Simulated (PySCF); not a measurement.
# Electron correlation in Xe+ (xenon, charge +1)

[Kr] 4d10 5s1 5p6, 2S determinant (an excited configuration). Computed with PySCF 2.14 in x2c-QZVPPall, with scalar relativity by spin-free X2C-1e. Frozen: [Kr] 4d10; 7 electrons correlated.

```
  level  correlation energy (mhartree)
   CCSD                        -268.75
    (T)                         -34.56
CCSD(T)                        -303.31
```

Diagnostics: T1 = 0.015, D1 = 0.0303, largest double amplitude 0.241.

A double-excitation amplitude exceeds 0.15, a sign of near-degeneracy.

Cost of the coupled-cluster step: roughly 40 core-seconds, for 7 correlated electrons.

Iterations:

```
CC2 = 0
CCSD nocc = (np.int64(4), np.int64(3)), nmo = (89, 89)
frozen orbitals [[0, 1, 2, 3, 4, 5, 6, 7, 8, 9, 10, 11, 12, 13, 14, 15, 16, 17, 18, 19, 20, 21, 22], [0, 1, 2, 3, 4, 5, 6, 7, 8, 9, 10, 11, 12, 13, 14, 15, 16, 17, 18, 19, 20, 21, 22]]
max_cycle = 100
direct = 0
conv_tol = 1e-08
conv_tol_normt = 1e-06
diis_space = 8
diis_start_cycle = 0
Init t2, MP2 energy = -0.206014691844289
Init E_corr(UCCSD) = -0.20601469184433
cycle = 1  E_corr(UCCSD) = -0.233211619173452  dE = -0.0271969273  norm(t1,t2) = 0.152828
cycle = 2  E_corr(UCCSD) = -0.248430101358869  dE = -0.0152184822  norm(t1,t2) = 0.101755
cycle = 3  E_corr(UCCSD) = -0.270636244785487  dE = -0.0222061434  norm(t1,t2) = 0.0658382
cycle = 4  E_corr(UCCSD) = -0.266380029475667  dE = 0.00425621531  norm(t1,t2) = 0.00954741
cycle = 5  E_corr(UCCSD) = -0.269365952283755  dE = -0.00298592281  norm(t1,t2) = 0.00831001
cycle = 6  E_corr(UCCSD) = -0.269045806654772  dE = 0.000320145629  norm(t1,t2) = 0.00294399
cycle = 7  E_corr(UCCSD) = -0.268874941604437  dE = 0.00017086505  norm(t1,t2) = 0.00129984
cycle = 8  E_corr(UCCSD) = -0.268715371399807  dE = 0.000159570205  norm(t1,t2) = 0.000425444
cycle = 9  E_corr(UCCSD) = -0.26874853474415  dE = -3.31633443e-05  norm(t1,t2) = 0.000105397
cycle = 10  E_corr(UCCSD) = -0.268748135712816  dE = 3.99031333e-07  norm(t1,t2) = 5.92501e-06
cycle = 11  E_corr(UCCSD) = -0.268748003923967  dE = 1.31788849e-07  norm(t1,t2) = 9.15908e-07
cycle = 12  E_corr(UCCSD) = -0.268748065934115  dE = -6.20101483e-08  norm(t1,t2) = 2.45203e-07
cycle = 13  E_corr(UCCSD) = -0.268748060862327  dE = 5.07178882e-09  norm(t1,t2) = 2.4924e-08
UCCSD converged
E(UCCSD) = -7442.863613189859  E_corr = -0.2687480608623266
UCCSD(T) correction = -0.0345636460771847
```
